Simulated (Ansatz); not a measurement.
Ansatz (an electronic-structure program) input (PBE/3-21G): The .json file is the Basis Set Exchange's 3-21G.

Ansatz 0.2 input:
```yaml
crystal:
  periodic: [false, false, false]
  atoms:
    - {symbol: B, position_ang: [0.14414957, -0.00616732, -0.00768719]}
    - {symbol: H, position_ang: [-0.40731316, -1.05719127, -0.00044344]}
    - {symbol: H, position_ang: [-0.31343467, 1.08802789, 0.03887940]}
basis:
  gaussian:
    orbitals: 3-21G.json
hamiltonian:
  xc: {name: PBE}
magnetization: {spin_polarized: true, initial_magnetization: 1}
output: {forces: true}
```

From the last part of the output:

```
WARN ansatz: RAYON_NUM_THREADS=1 ignored (pool sized by the plan → 1); use --threads N
Functional definition: PBE
integrals: 0.00 GiB planned
163 factors; integrals over basis functions are off by at most 6.6e-4 eV
mean field: 0.05 GiB planned
mean field evaluation 1: about -699.7253 eV, gradient 6.2e0 eV
mean field evaluation 2: about -699.9574 eV, gradient 3.3e0 eV
mean field evaluation 4: about -700.0373 eV, gradient 4.4e-2 eV
mean field evaluation 8: about -700.0172 eV, gradient 1.4e-3 eV
mean field evaluation 16: about -698.9566 eV, gradient 4.4e-5 eV
mean field -700.01717063 eV, -25.7251565322 hartree, gradient 1.2e-5 eV, S^2 0.750769; 3 other end points of the search recorded, 0 dependent functions left out
the calculation of the forces begins
reference -700.01718766 eV, -25.7251571577 hartree; 4, 3 occupied and 9, 10 virtual orbitals, 163 factors
Total energy: -700.01718766 eV, -25.7251571577 hartree
Atom 0 at     0.144150    -0.006167    -0.007687 Å, force     0.405775    -0.017361    -0.021639 eV/Å
Atom 1 at    -0.407313    -1.057191    -0.000443 Å, force    -0.219401    -0.368676     0.003902 eV/Å
Atom 2 at    -0.313435     1.088028     0.038879 Å, force    -0.186374     0.386037     0.017737 eV/Å
Dipole moment:    -0.101238     0.004331     0.005399 e Å
```
